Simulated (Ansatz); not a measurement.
Total energies of the cluster ZrSi₆⁻ (the lowest doublet isomer of a short search) from Ansatz at PBE-D4/def2-TZVPD, gas phase (1 Eh = 27.2114 eV = 2625.5 kJ/mol). The reference geometry is relaxed at B3LYP-D4/def2-SVPD.

```xyz
7

Zr    1.1929   -0.6749   -1.0074
Si   -1.2917    0.6214    0.6596
Si   -0.4669    1.1668   -1.7308
Si    1.0618    1.8325    0.1196
Si   -1.3087   -1.3325   -1.0409
Si   -0.1747   -1.7934    1.1188
Si    0.9874    0.1801    1.8811
```

```json
{"state": "charge -1 doublet", "geometry": "reference", "energy (Eh)": "-1783.31438"}
{"state": "charge 0 singlet", "geometry": "reference", "energy (Eh)": "-1783.21038"}
{"state": "charge -1 quartet", "geometry": "relaxed at B3LYP-D4/def2-SVPD", "energy (Eh)": "-1783.28069"}
```

In the def2 sets Zr takes a core potential; there is no spin–orbit coupling.

(1) Work out the vertical ionisation energy to the singlet.

(2) Which of the charge -1 states is lowest, and how far above it are the others?

(1) E(charge 0 singlet) − E(charge -1 doublet) = -1783.21038 − (-1783.31438) = 0.10400 Eh = 2.83 eV. For comparison, −ε of the highest occupied level of the spin that leaves is 0.79 eV at this level, 2.04 eV less.

(2) The doublet. quartet: -1783.28069 − (-1783.31438) = 0.03369 Eh = 88.5 kJ/mol.

The restricted singlet is unstable towards broken spin symmetry in Hartree–Fock (as tested in another run); at PBE-D4/def2-TZVPD this wasn't settled. 

The structure comes from a short search, and lower isomers may exist.
